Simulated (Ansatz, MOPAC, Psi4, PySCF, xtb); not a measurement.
Lewis adduct: CH5Al (SMILES [CH3][AlH2]) (first 7 atoms) with H2O (SMILES O); geometry from B3LYP-D3(BJ)/def2-TZVP, rigid monomers moved along the line of their centres of mass till Al2···O8 is 1.86 Å.
(charge 0, multiplicity 1):
```xyz
10

C     -0.178     0.917    -0.612
Al    -0.330    -0.374     0.860
H      0.862     1.092    -0.902
H     -0.698     0.556    -1.506
H     -0.620     1.885    -0.360
H      0.585    -1.686     0.829
H     -1.714    -0.469     1.657
O      0.610     0.475     2.222
H      1.344    -0.082     2.512
H      0.032     0.618     2.983
```

Interaction energies are E(AB) − E(A) − E(B) at the monomers' geometry in the complex; basis-set methods are counterpoise corrected. Rows marked so take none.

Correlated levels freeze the cores. Rows in 6-31G* carry no dispersion term and start afresh at each structure (6-31G* with six Cartesian d functions). MP2/6-31G* freezes PySCF's default core. The state that AM1, PM3, PM7 reach isn't checked; PM7 holds dispersion and hydrogen-bond terms.

The values were computed with Ansatz (a first-principles code); MOPAC for AM1, PM3, PM7 (differences of heats of formation); Psi4 for SAPT; PySCF for 6-31G* rows; xtb for the GFN methods. 

```
level                           interaction energy (kJ/mol)
------------------------------  ---------------------------
AM1                                                   -64.2
PM3                                                  -143.2
PM7                                                   -88.0
GFN1-xTB                                             -108.3
B3LYP/6-31G* (no counterpoise)                        -87.6
PBE0/def2-TZVPPD                                      -76.5
MP2/6-31G* (no counterpoise)                          -92.0
MP2/aug-cc-pV(D+d)Z                                   -61.4
SAPT0/jun-cc-pV(D+d)Z                            (withheld)
```

Q: What belongs in the gaps?

A: 
- SAPT0/jun-cc-pV(D+d)Z, interaction energy (kJ/mol): -80.6
